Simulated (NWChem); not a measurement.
All runs are NWChem calculations. System: C3H4ClNSi, charge 0, spin multiplicity 1, at a geometry optimised with PBE/def2-SVP. The structure started from a generated list of species. Level: MP2/def2-SVP, 14 core orbitals frozen.

Job file:

```
start mol
memory heap 200 mb stack 800 mb global 1000 mb
geometry units angstroms nocenter noautoz
  Cl     1.459609    -1.698459     0.000000
  C      0.218790    -0.503592     0.000000
  C     -1.119171    -0.765779     0.000000
  C     -1.951098     0.471555     0.000000
  N     -1.420394     1.656104     0.000000
  Si     0.346954     1.399197     0.000000
  H     -1.566421    -1.773349     0.000000
  H     -3.059179     0.356426     0.000000
  H      1.003265     1.948067    -1.231922
  H      1.003265     1.948067     1.231922
  symmetry group Cs
end
basis spherical
  * library def2-svp
end
scf
  rhf
  nopen 0
  maxiter 100
  thresh 1e-7
  semidirect memsize 60000000 filesize 0
end
mp2
  freeze core 14
end
task mp2 energy
```

Part of the output:

```
             Northwest Computational Chemistry Package (NWChem) 7.3.0
             --------------------------------------------------------

                                NWChem Input Module
                                -------------------

 Scaling coordinates for geometry "geometry" by  1.889725989
 (inverse scale =  0.529177249)

 Turning off AUTOSYM since
 SYMMETRY directive was detected!

                             Geometry "geometry" -> ""
                             -------------------------

 Output coordinates in angstroms (scale by  1.889725989 to convert to a.u.)

  No.       Tag          Charge          X              Y              Z
 ---- ---------------- ---------- -------------- -------------- --------------
    1 Cl                  17.0000     1.45960900    -1.69845900     0.00000000
    2 C                    6.0000     0.21879000    -0.50359200     0.00000000
    3 C                    6.0000    -1.11917100    -0.76577900     0.00000000
    4 C                    6.0000    -1.95109800     0.47155500     0.00000000
    5 N                    7.0000    -1.42039400     1.65610400     0.00000000
    6 Si                  14.0000     0.34695400     1.39919700     0.00000000
    7 H                    1.0000    -1.56642100    -1.77334900     0.00000000
    8 H                    1.0000    -3.05917900     0.35642600     0.00000000
    9 H                    1.0000     1.00326500     1.94806700    -1.23192200
   10 H                    1.0000     1.00326500     1.94806700     1.23192200

 Effective nuclear repulsion energy (a.u.)     319.8547083449

            Nuclear Dipole moment (a.u.)
            ----------------------------
        X                 Y               Z
 ---------------- ---------------- ----------------
     0.0000132281    -0.0000037795     0.0000000000

      Symmetry information
      --------------------

 Group name             Cs
 Group number              2
 Group order               2
 No. of unique centers     9

      Symmetry unique atoms

     1    2    3    4    5    6    7    8    9


 Summary of "ao basis" -> "" (spherical)
[...]
     1   1 0 0     -0.107618      0.000000      0.000013
     1   0 1 0     -0.486791      0.000000     -0.000004
     1   0 0 1      0.000000      0.000000      0.000000

     2   2 0 0    -35.804440      0.000000    344.587050
     2   1 1 0      5.166862      0.000000   -168.758395
     2   1 0 1     -0.000000      0.000000      0.000000
     2   0 2 0    -40.171796      0.000000    403.117168
     2   0 1 1      0.000000      0.000000      0.000000
     2   0 0 2    -38.168325      0.000000     10.839122

                   NWChem MP2 Semi-direct Energy/Gradient Module
                   ---------------------------------------------

  Basis functions       =    112
  Molecular orbitals    =    112
  Frozen core           =     14
  Frozen virtuals       =      0
  Active alpha occupied =     16
  Active beta occupied  =     16
  Active alpha virtual  =     82
  Active beta virtual   =     82
  Use MO symmetry       = T
  Use skeleton AO sym   = T

  AO/Fock/Back tols     =   1.0D-09  1.0D-09  1.0D-09

 GA uses MA = F    GA memory limited = T

 Available:
  local mem=  1.15D+08
 global mem=  1.31D+08
 local disk=  0.00D+00
  mp2_memr nvloc                    82
  nvloc new                    82
   1 passes of  16:        3145728                      59045                  26710488.
   1 passes of  16: M    114683614           G      131046912           F     111537886.

 Semi-direct pass number   1 of   1  for RHF alpha+beta  at        5.1s
  vrange nnbf                  5983
  mp2_eaftype                   101  avail_ma_in_mb                   999
 EAF : mp2_eaftype filesize         101   13355244.
  mp2_eaf for mointskh                    101
Node 0 wrote     62.8 Mb in      0.0 s     Agg I/O rate:  2163.4 Mb/s
 Done moints_semi at       11.0s
  mp2_eaftype                   101  avail_ma_in_mb                   898
 EAF : mp2_eaftype filesize         101   13355244.
  mp2_eaf for kh                   101
 Done maket at       11.4s
 Done multipass loop at       11.4s

          -------------------------------------------
          SCF energy                -918.414811931740
          Correlation energy          -0.773931280603
          Singlet pairs               -0.479564851503
          Triplet pairs               -0.294366429100
          Total MP2 energy          -919.188743212343
          -------------------------------------------

          ---------------------------------------------------
                    Spin Component Scaled (SCS) MP2
          Same spin pairs                     -0.196244286067
          Same spin scaling factor             0.333333333333
          Opposite spin pairs                 -0.577686994536
          Opposite spin scaling fact.          1.200000000000
          SCS-MP2 correlation energy          -0.758639155466
          Total SCS-MP2 energy              -919.173451087205
          ---------------------------------------------------

 -----------------------
 Performance information
 -----------------------

 Timer overhead =  2.35D-07 seconds/call

               Nr. of calls         CPU time (s)                 Wall time (s)                GFlops
             ---------------    -------------------     ------------------------------   -------------------
Name         Min   Avg   Max    Min     Avg     Max     Min     Avg     Max   Mx/calls   Min     Max     Sum
mp2: moin     1     1     1    5.9     5.9     5.9      5.9     5.9     5.9     5.9      0.0     0.0     0.0
mp2: make     1     1     1   0.46    0.46    0.46     0.46    0.46    0.46    0.46      0.0     0.0     0.0
mp2: tota     1     1     1    6.4     6.4     6.4      6.4     6.4     6.4     6.4      0.0     0.0     0.0

 The average no. of pstat calls per process was 3.00D+00
 with a timing overhead of 7.05D-07s

 Task  times  cpu:       11.4s     wall:       11.4s

 Total times  cpu:       11.4s     wall:       11.4s
```
